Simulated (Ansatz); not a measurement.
CH5Al (SMILES [CH3][AlH2]) moved off its minimum; all values from Ansatz (a first-principles code), cores frozen in correlated methods.
(charge 0, multiplicity 1)
```xyz
7

Al     0.0461    -0.3554    -0.6142
H     -1.3717    -0.4577    -1.4275
H      1.3319    -0.9054    -1.1841
C     -0.0064     0.5584     1.0741
H     -0.0787     1.6713     0.9489
H      0.8900     0.3908     1.7353
H     -0.8536     0.3077     1.6519
```

Forces at wB97M-V/def2-TZVPP (eV/Å):

```json
[
 {"atom": "Al1", "Fx": "-1.495", "Fy": "0.319", "Fz": "-0.207"},
 {"atom": "H2", "Fx": "0.645", "Fy": "-0.034", "Fz": "0.261"},
 {"atom": "H3", "Fx": "0.830", "Fy": "-0.410", "Fz": "-0.428"},
 {"atom": "C4", "Fx": "1.780", "Fy": "1.193", "Fz": "0.477"},
 {"atom": "H5", "Fx": "0.109", "Fy": "-0.796", "Fz": "-0.066"},
 {"atom": "H6", "Fx": "-0.753", "Fy": "0.128", "Fz": "-0.697"},
 {"atom": "H7", "Fx": "-1.116", "Fy": "-0.398", "Fz": "0.661"}
]
```

Task: Give the forces (eV/Å), the total energy and the dipole at CCSD(T)/cc-pV(T+d)Z.

Result: 
```tsv
atom	Fx	Fy	Fz
Al1	-1.515	0.273	-0.295
H2	0.564	-0.042	0.209
H3	0.934	-0.456	-0.477
C4	1.787	1.232	0.551
H5	0.109	-0.715	-0.068
H6	-0.696	0.125	-0.642
H7	-1.183	-0.416	0.721
```
Energy -283.0159 hartree, dipole 0.68 D.
